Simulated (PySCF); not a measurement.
H₃Si₂ (SMILES [SiH]=[SiH2]), doublet, at a GFN2-xTB geometry; HF/def2-SVP in PySCF.

The PySCF input:
```python
from pyscf import gto, scf

mol = gto.M(
    atom='''
Si    1.02285006   -0.59715591    0.02160438
Si   -0.90257877    0.47114667   -0.01698289
H     2.02777054    0.52857146   -0.02104512
H    -1.68847796    1.72855621   -0.06337080
H    -2.02309056   -0.49299837    0.01971513
''',
    basis='def2-svp',
    spin=1,
    verbose=5,
)

mf = scf.UHF(mol)
mf.kernel()
```

Output, abridged:

```
PySCF version 2.14.0

[INPUT] verbose = 5
[INPUT] max_memory = 4000
[INPUT] num. atoms = 5
[INPUT] num. electrons = 31
[INPUT] charge = 0
[INPUT] spin (= nelec alpha-beta = 2S) = 1
[INPUT] symmetry False subgroup None
[INPUT] Mole.unit = angstrom
[INPUT] Symbol           X                Y                Z      unit          X                Y                Z       unit  Magmom
[...]
[INPUT] ---------------- BASIS SET ----------------
[INPUT] l, kappa, [nprim/nctr], expnt,             c_1 c_2 ...
[INPUT] H
[...]
                                1.9622572         0.13796524
                                0.44453796        0.47831935
[...]
[INPUT] Si
[...]
                                1038.4346419      0.0099966546241
                                235.8758148       0.044910165101
                                66.069385169      0.1146363854
                                20.247945761      0.10280063858
[...]
                                3.6370788192      -0.43028836252
                                1.4002048599      -0.41382774969
[...]
                                41.907258846      0.043399431982
                                12.955294367      0.15632019351
                                4.4383267393      0.29419996982
                                1.5462247904      0.23536823814
[...]
nuclear repulsion = 69.5370811611353
number of shells = 25
number of NR pGTOs = 93
number of NR cGTOs = 51
basis = def2-svp
ecp = {}

******** <class 'pyscf.scf.uhf.UHF'> ********
method = UHF
initial guess = minao
damping factor = 0
level_shift factor = 0
DIIS = <class 'pyscf.scf.diis.CDIIS'>
diis_start_cycle = 1
diis_space = 8
diis_damp = 0
SCF conv_tol = 1e-09
SCF conv_tol_grad = None
SCF max_cycles = 50
direct_scf = True
direct_scf_tol = 1e-13
number electrons alpha = 16  beta = 15
Set gradient conv threshold to 3.16228e-05
E1 = -942.1663778107927  E2 = 293.54878257505965  Ecoul = 335.0376563569953  Exc = -41.48887378193564
init E= -579.080514074598
cond(S) = 375.3620510585171

  alpha mo_energy =
[-6.87205663e+01 -6.87148601e+01 -6.12363575e+00 -6.11373520e+00
 -4.21945306e+00 -4.21682527e+00 -4.21353125e+00 -4.21101211e+00
 -4.20974542e+00 -4.20761242e+00 -8.66005449e-01 -6.44473773e-01
 -4.05399017e-01 -3.19508526e-01 -2.02631016e-01 -1.57960812e-01
  3.71594571e-03  7.47187947e-02  1.42552675e-01  1.69276960e-01
  2.34271009e-01  2.85522377e-01  3.45998866e-01  4.32529491e-01
  4.59403475e-01  5.08720869e-01  5.12370464e-01  5.94588842e-01
  6.02575888e-01  6.02970056e-01  6.21759816e-01  6.52786158e-01
  6.83076686e-01  7.07850747e-01  7.30618721e-01  7.47274547e-01
  8.43530411e-01  8.91411840e-01  9.15316446e-01  1.00636767e+00
  1.09754504e+00  1.28413373e+00  1.68686006e+00  1.75109762e+00
  1.77603058e+00  1.79762961e+00  1.80606569e+00  1.97552898e+00
  2.30162844e+00  2.32183871e+00  2.45611474e+00]
  beta  mo_energy =
[-6.87205663e+01 -6.87148601e+01 -6.12363575e+00 -6.11373520e+00
 -4.21945306e+00 -4.21682527e+00 -4.21353125e+00 -4.21101211e+00
 -4.20974542e+00 -4.20761242e+00 -8.66005449e-01 -6.44473773e-01
 -4.05399017e-01 -3.19508526e-01 -2.02631016e-01 -1.57960812e-01
  3.71594571e-03  7.47187947e-02  1.42552675e-01  1.69276960e-01
  2.34271009e-01  2.85522377e-01  3.45998866e-01  4.32529491e-01
  4.59403475e-01  5.08720869e-01  5.12370464e-01  5.94588842e-01
  6.02575888e-01  6.02970056e-01  6.21759816e-01  6.52786158e-01
  6.83076686e-01  7.07850747e-01  7.30618721e-01  7.47274547e-01
  8.43530411e-01  8.91411840e-01  9.15316446e-01  1.00636767e+00
  1.09754504e+00  1.28413373e+00  1.68686006e+00  1.75109762e+00
  1.77603058e+00  1.79762961e+00  1.80606569e+00  1.97552898e+00
  2.30162844e+00  2.32183871e+00  2.45611474e+00]
multiplicity <S^2> = 0.75  2S+1 = 2
E1 = -940.3610910090009  E2 = 291.5320957737202  Ecoul = 333.15169504656524  Exc = -41.61959927284505
cycle= 1 E= -579.291914074145  delta_E= -0.211  |g|= 0.15  |ddm|= 1.47
  alpha mo_energy =
[-6.88642075e+01 -6.87816159e+01 -6.22729042e+00 -6.15138143e+00
 -4.33943829e+00 -4.33379441e+00 -4.33272787e+00 -4.26016072e+00
 -4.25632046e+00 -4.25402444e+00 -7.94215779e-01 -6.53583245e-01
 -5.22604287e-01 -4.53594628e-01 -3.31894737e-01 -3.31167050e-01
  3.23681030e-03  7.92475295e-02  1.53640664e-01  1.79088389e-01
  2.15260772e-01  2.66040613e-01  3.35586343e-01  4.08937659e-01
  4.41276148e-01  4.50428121e-01  5.04982860e-01  5.41695193e-01
  5.51211167e-01  5.78902572e-01  5.97261434e-01  6.44449155e-01
  6.54919890e-01  6.80707388e-01  7.25668047e-01  7.47837963e-01
  8.26832890e-01  8.53997528e-01  9.16804844e-01  1.00616836e+00
  1.09858812e+00  1.27184019e+00  1.69493786e+00  1.75456921e+00
  1.80868405e+00  1.81734807e+00  1.84041728e+00  1.98651172e+00
  2.31680541e+00  2.34620399e+00  2.45822410e+00]
  beta  mo_energy =
[-6.88621988e+01 -6.87798542e+01 -6.22487054e+00 -6.14925276e+00
 -4.33270152e+00 -4.33166016e+00 -4.32862084e+00 -4.25535084e+00
 -4.25308459e+00 -4.25066471e+00 -7.54652689e-01 -6.34879389e-01
 -5.15477349e-01 -4.40953466e-01 -3.16849389e-01 -4.05067209e-02
  7.62390699e-02  9.27387236e-02  1.72108719e-01  1.86864779e-01
  2.37478077e-01  2.79291280e-01  3.48619521e-01  4.17249495e-01
  4.44888636e-01  4.91846067e-01  5.12447035e-01  5.75766495e-01
  5.82005993e-01  5.91228441e-01  6.26811623e-01  6.49812652e-01
  6.79057950e-01  6.90668304e-01  7.31317110e-01  7.59001146e-01
  8.33015829e-01  8.74484979e-01  9.25994445e-01  1.01657197e+00
  1.10280848e+00  1.27650790e+00  1.69590747e+00  1.75877765e+00
  1.81258378e+00  1.82127860e+00  1.84142721e+00  1.98777714e+00
  2.31854395e+00  2.34797726e+00  2.46070990e+00]
multiplicity <S^2> = 0.75252239  2S+1 = 2.0025208
E1 = -941.8109247575359  E2 = 292.95737562506054  Ecoul = 334.6800260589115  Exc = -41.72265043385096
cycle= 2 E= -579.31646797134  delta_E= -0.0246  |g|= 0.0444  |ddm|= 0.28
  alpha mo_energy =
[-6.87533084e+01 -6.87526886e+01 -6.13435192e+00 -6.12767389e+00
[...]
cycle= 11 E= -579.320594930138  delta_E= -8.29e-08  |g|= 4.59e-05  |ddm|= 0.00132
  alpha mo_energy =
[-6.87697071e+01 -6.87609469e+01 -6.14659437e+00 -6.13411223e+00
 -4.26165443e+00 -4.25331311e+00 -4.25277882e+00 -4.24334672e+00
 -4.23904731e+00 -4.23761792e+00 -7.61524970e-01 -6.31024589e-01
 -4.96278949e-01 -4.37134859e-01 -3.23850907e-01 -3.20832525e-01
  2.43536843e-02  1.03168188e-01  1.76518220e-01  1.91817328e-01
  2.34275469e-01  2.84709201e-01  3.42223608e-01  4.28062393e-01
  4.58813866e-01  4.72760379e-01  5.13506509e-01  5.69157521e-01
  5.80002821e-01  5.98512425e-01  6.09404815e-01  6.65344161e-01
  6.70625675e-01  7.11536764e-01  7.43978081e-01  7.57820356e-01
  8.52857816e-01  8.76364981e-01  9.46831499e-01  1.02680736e+00
  1.12242277e+00  1.30791802e+00  1.72584640e+00  1.78524696e+00
  1.81666702e+00  1.84205789e+00  1.84489514e+00  2.01602815e+00
  2.34577222e+00  2.35942541e+00  2.49049954e+00]
  beta  mo_energy =
[-6.87660550e+01 -6.87602024e+01 -6.14170093e+00 -6.13312258e+00
 -4.25086139e+00 -4.25015318e+00 -4.24563777e+00 -4.24039539e+00
 -4.23769616e+00 -4.23709223e+00 -7.19356257e-01 -6.21428078e-01
 -4.92898128e-01 -4.30595004e-01 -3.19946165e-01 -1.13325268e-02
  9.35191825e-02  1.19646851e-01  1.96661690e-01  2.03022749e-01
  2.52716551e-01  2.99879761e-01  3.50742007e-01  4.31995031e-01
  4.62312089e-01  5.19550247e-01  5.22614419e-01  6.10178753e-01
  6.13242312e-01  6.19236631e-01  6.39002609e-01  6.67609870e-01
  6.95586612e-01  7.26561073e-01  7.48212927e-01  7.64645078e-01
  8.58391917e-01  8.98301169e-01  9.55885859e-01  1.03548328e+00
  1.12411913e+00  1.31024782e+00  1.72420287e+00  1.78829950e+00
  1.81755293e+00  1.84335508e+00  1.84430533e+00  2.01504480e+00
  2.34557174e+00  2.35961920e+00  2.49179631e+00]
multiplicity <S^2> = 0.76670415  2S+1 = 2.016635
E1 = -941.5984710952188  E2 = 292.7407949909109  Ecoul = 334.47611643647565  Exc = -41.73532144556475
cycle= 12 E= -579.320594943173  delta_E= -1.3e-08  |g|= 1.3e-05  |ddm|= 0.000554
  alpha mo_energy =
[-6.87697113e+01 -6.87609415e+01 -6.14659721e+00 -6.13410693e+00
 -4.26165677e+00 -4.25331575e+00 -4.25278161e+00 -4.24334152e+00
 -4.23904233e+00 -4.23761171e+00 -7.61524557e-01 -6.31022647e-01
 -4.96280824e-01 -4.37134247e-01 -3.23845748e-01 -3.20830381e-01
  2.43531035e-02  1.03167812e-01  1.76519114e-01  1.91818025e-01
  2.34275612e-01  2.84708625e-01  3.42225006e-01  4.28063532e-01
  4.58812194e-01  4.72761949e-01  5.13508288e-01  5.69157813e-01
  5.80003767e-01  5.98513205e-01  6.09406161e-01  6.65345827e-01
  6.70627339e-01  7.11535739e-01  7.43978832e-01  7.57824177e-01
  8.52857787e-01  8.76366769e-01  9.46830550e-01  1.02680957e+00
  1.12242479e+00  1.30791754e+00  1.72584257e+00  1.78524419e+00
  1.81667359e+00  1.84205340e+00  1.84490194e+00  2.01602479e+00
  2.34577354e+00  2.35942629e+00  2.49049687e+00]
  beta  mo_energy =
[-6.87660594e+01 -6.87601970e+01 -6.14170390e+00 -6.13311715e+00
 -4.25086463e+00 -4.25015570e+00 -4.24564129e+00 -4.24039073e+00
 -4.23769070e+00 -4.23708650e+00 -7.19355584e-01 -6.21427121e-01
 -4.92898068e-01 -4.30594419e-01 -3.19947686e-01 -1.13306502e-02
  9.35195323e-02  1.19650043e-01  1.96663280e-01  2.03021530e-01
  2.52716604e-01  2.99878921e-01  3.50743506e-01  4.31995238e-01
  4.62310268e-01  5.19552547e-01  5.22615762e-01  6.10181145e-01
  6.13243047e-01  6.19235230e-01  6.39004332e-01  6.67610687e-01
  6.95588019e-01  7.26561586e-01  7.48213098e-01  7.64646294e-01
  8.58392183e-01  8.98302447e-01  9.55885668e-01  1.03548408e+00
  1.12412066e+00  1.31024725e+00  1.72420157e+00  1.78829857e+00
  1.81755602e+00  1.84335789e+00  1.84430233e+00  2.01504310e+00
  2.34557195e+00  2.35961989e+00  2.49179459e+00]
multiplicity <S^2> = 0.76671407  2S+1 = 2.0166448
E1 = -941.5984618638265  E2 = 292.7407857588169  Ecoul = 334.47610630483365  Exc = -41.73532054601674
cycle= 13 E= -579.320594943874  delta_E= -7.02e-10  |g|= 4.25e-06  |ddm|= 0.000107
  alpha mo_energy =
[-6.87697110e+01 -6.87609432e+01 -6.14659703e+00 -6.13410840e+00
 -4.26165656e+00 -4.25331547e+00 -4.25278148e+00 -4.24334299e+00
 -4.23904377e+00 -4.23761314e+00 -7.61524742e-01 -6.31023163e-01
 -4.96280527e-01 -4.37134631e-01 -3.23846006e-01 -3.20830635e-01
  2.43529460e-02  1.03167372e-01  1.76518957e-01  1.91817661e-01
  2.34275437e-01  2.84708705e-01  3.42224617e-01  4.28063391e-01
  4.58812549e-01  4.72761716e-01  5.13507931e-01  5.69157587e-01
  5.80003982e-01  5.98512960e-01  6.09405554e-01  6.65345567e-01
  6.70627023e-01  7.11535426e-01  7.43978600e-01  7.57823736e-01
  8.52857665e-01  8.76366345e-01  9.46830510e-01  1.02680907e+00
  1.12242417e+00  1.30791758e+00  1.72584307e+00  1.78524445e+00
  1.81667211e+00  1.84205412e+00  1.84490040e+00  2.01602524e+00
  2.34577309e+00  2.35942592e+00  2.49049725e+00]
  beta  mo_energy =
[-6.87660591e+01 -6.87601987e+01 -6.14170371e+00 -6.13311860e+00
 -4.25086447e+00 -4.25015546e+00 -4.24564102e+00 -4.24039224e+00
 -4.23769220e+00 -4.23708792e+00 -7.19355891e-01 -6.21427670e-01
 -4.92897783e-01 -4.30594577e-01 -3.19948205e-01 -1.13310173e-02
  9.35193314e-02  1.19649887e-01  1.96662664e-01  2.03021552e-01
  2.52716585e-01  2.99878953e-01  3.50743213e-01  4.31995072e-01
  4.62310621e-01  5.19551976e-01  5.22615333e-01  6.10180599e-01
  6.13242836e-01  6.19235266e-01  6.39003996e-01  6.67610225e-01
  6.95587567e-01  7.26561598e-01  7.48212852e-01  7.64645581e-01
  8.58392083e-01  8.98302109e-01  9.55885620e-01  1.03548362e+00
  1.12412012e+00  1.31024729e+00  1.72420239e+00  1.78829908e+00
  1.81755435e+00  1.84335612e+00  1.84430333e+00  2.01504379e+00
  2.34557141e+00  2.35961960e+00  2.49179510e+00]
multiplicity <S^2> = 0.76671439  2S+1 = 2.0166451
E1 = -941.5984646353133  E2 = 292.74078853026845  Ecoul = 334.47610899426877  Exc = -41.735320464000324
Extra cycle  E= -579.32059494391  delta_E= -3.52e-11  |g|= 2.54e-06  |ddm|= 1.17e-05
converged SCF energy = -579.32059494391  <S^2> = 0.76671439  2S+1 = 2.0166451
```
